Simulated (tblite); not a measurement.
Start geometry of `F/C=C/c1cnc[n-]1` from a force field or distance geometry (Å):
```
atom  x, y, z in Å
F1    -3.4401    0.7121   -0.0734
C2    -2.0938    0.7506   -0.2572
C3    -1.3176   -0.2231    0.2947
C4     0.1388   -0.1733    0.0907
C5     1.0552   -1.1121    0.6046
N6     2.2663   -0.6934    0.1856
C7     2.1644    0.4518   -0.5427
N8     0.8686    0.7248   -0.5624
H9    -1.6214    1.5548   -0.8251
H10   -1.7821   -1.0245    0.8680
H11    0.7835   -1.9767    1.1863
H12    2.9793    1.0084   -0.9952
```

Q: What comes out of this run: tblite 0.8.0, GFN2-xTB geometry optimisation, gas phase?

A: 
```
atom  x, y, z in Å
F1    -3.451    0.697   -0.061
C2    -2.084    0.755   -0.255
C3    -1.268   -0.167    0.250
C4     0.150   -0.167    0.089
C5     1.064   -1.097    0.587
N6     2.309   -0.749    0.220
C7     2.108    0.377   -0.486
N8     0.856    0.784   -0.607
H9    -1.796    1.609   -0.842
H10   -1.689   -0.983    0.828
H11    0.871   -1.979    1.180
H12    2.931    0.919   -0.930
```

The energy falls by 0.776 eV over 32 L-BFGS steps, the largest force on an atom goes from 5.01 to 0.008 eV/Å, and the atoms move by 0.091 Å rms after alignment. Among the bonds, C3–C4 and C4–N8 change most and about equally (-0.045 to +0.045 Å). Bonds longer at the end by more than 0.005 Å: 2 of 12; shorter: 5. Among the angles that change most is N6–C7–N8, from 104.8° to 116.6°. Rotational constants go from 8223, 1064, 941.8 to 8479, 1061, 942.7 MHz. The orientation of the end geometry is arbitrary; only internal coordinates are fixed.

Its GFN2-xTB frequencies are all real (lowest 106 cm⁻¹).

One conformer stands for the species.

The numbers are calculated, not measured.
